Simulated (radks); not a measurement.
Species: Sm4+. Configuration: [Kr] 4d10 4f4 5s2 5p5.5 5d0.5 (fractional occupations, a model configuration). Method: Dirac Kohn-Sham, B86b exchange with PBE correlation, spin-unpolarised, spherical densities, finite nucleus; open shells are shared between the two j in proportion to 2j + 1; Fermi nuclear charge, rms radius 5.0819 fm; computed with a radial shooting solver on a logarithmic mesh with Libxc functionals.

Normalised radial functions P(r) = r R(r) (large component), r in bohr:

```
   r/bohr * 5p1/2, o 4f7/2, + 5d5/2 (the largest magnitude, 1.09, reaches the edge; | marks zero, & curves that meet)
 0.001429                             &
  0.00165                             &
 0.001905                             &
   0.0022                             &
 0.002541                             &
 0.002935                             &
 0.003362                             &
 0.003883                             &
 0.004485                             &
 0.005179                             &*
 0.005981                             &*
 0.006908                             &*
 0.007914                             &*
  0.00914                             &*
  0.01056                             & *
  0.01219                             & *
  0.01408                             & *
  0.01626                             &  *
  0.01878                             &  *
  0.02151                             &   *
  0.02484                             &   *
  0.02869                             &    *
  0.03314                             o+   *
  0.03827                             o+    *
   0.0442                             o+    *
  0.05063                             o +   *
  0.05848                             o +  *
  0.06753                             |o +*
  0.07799                             |o *+
  0.09007                             |&  +
    0.104                           * | o  +
   0.1192                         *   |  o  +
   0.1376                      *      |   o +
    0.159                     *       |    o+
   0.1836                     *       |    + o
    0.212                      *      |   +     o
   0.2448                         *   | +         o
   0.2805                            +*              o
    0.324                         +   |    *             o
   0.3741                      +      |         *           o
   0.4321                    +        |           *           o
    0.499                   +         |           *             o
   0.5763                    +        |        *                 o
   0.6656                       +     |  *                       o
   0.7625                         * + |                        o
   0.8806                 *           |  +                   o
    1.017          *                  |       +           o
    1.175      *                      |            +   o
    1.356     *                       |             o  +
    1.567       *                     |         o        +
    1.795           *                 |       o           +
    2.073               *             |    o            +
    2.394                    *        |  o            +
    2.765                        *    | o         +
    3.193                          *  |o       +
    3.687                            *o    +
    4.224                             &  +
    4.879                             &+
    5.634                             &+
    6.507                             &
```

5p1/2: eigenvalue -68.812 eV, 3 radial nodes at r = 0.0938, 0.280, 0.704 bohr, <r> = 1.47 bohr, 90 % of the charge inside 2.11 bohr. 4f7/2: eigenvalue -52.785 eV, 0 radial nodes, <r> = 0.846 bohr, 90 % of the charge inside 1.41 bohr. 5d5/2: eigenvalue -37.205 eV, 2 radial nodes at r = 0.271, 0.818 bohr, <r> = 2.00 bohr, 90 % of the charge inside 2.94 bohr.
